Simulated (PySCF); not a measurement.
B(F)(GeH3)(Me), CH6BFGe, SMILES C[B](F)[GeH3] (B3LYP/def2-SVP optimised geometry):

```
10

B     -0.779     0.476     0.000
F     -0.791     1.108     1.173
Ge    -0.052    -1.495     0.000
H      1.497    -1.495     0.000
H     -0.503    -2.289     1.247
H     -0.499    -2.282    -1.254
C     -1.298     1.219    -1.276
H     -2.238     0.736    -1.604
H     -0.599     1.101    -2.122
H     -1.497     2.289    -1.109
```

Calculation: B3LYP/def2-TZVP run with PySCF.

Problem. What are the frontier orbital energies and the dipole moment?

Solution. HOMO-2 -9.21 eV, HOMO-1 -9.17 eV, HOMO -7.71 eV, LUMO -1.36 eV, LUMO+1 0.35 eV; dipole moment 1.42 D.

On the same geometry PySCF with PBE/def2-TZVP gives HOMO-2 -8.12 eV, HOMO-1 -8.05 eV, HOMO -6.63 eV, LUMO -2.11 eV, LUMO+1 -0.07 eV; dipole moment 1.40 D.

Meta-Löwdin charges at B3LYP/def2-TZVP: B1 0.34, F2 -0.28, Ge3 0.17, H4 -0.05, H5 -0.05, H6 -0.06, C7 -0.47, H8 0.14, H9 0.14, H10 0.12.
